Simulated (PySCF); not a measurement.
**Al⁺: ionisation energy**

Al⁺ [Ne] 3s2 (1S) → Al²⁺ [Ne] 3s1 (2S), as a difference of total energies. Calculation: PySCF 2.14, in aug-cc-pCVTZ-DK with one added diffuse shell each of s, p, d, f type (9s8p6d4f, 91 functions); scalar relativity by spin-free X2C-1e. Correlated levels: nothing frozen. The calculations carry no spin-orbit coupling.

```
                 method  ionisation energy (eV)  error (eV)
                    UHF                  17.551      -1.278
    MP2 (all electrons)                  18.502      -0.327
SCS-MP2 (all electrons)                  18.612      -0.217
   CCSD (all electrons)                  18.714      -0.115
CCSD(T) (all electrons)                  18.752      -0.077
```

Reference: 18.829 eV (measured; NIST Atomic Spectra Database, ionization energies).

Errors of the correlated levels include the incompleteness of this basis.
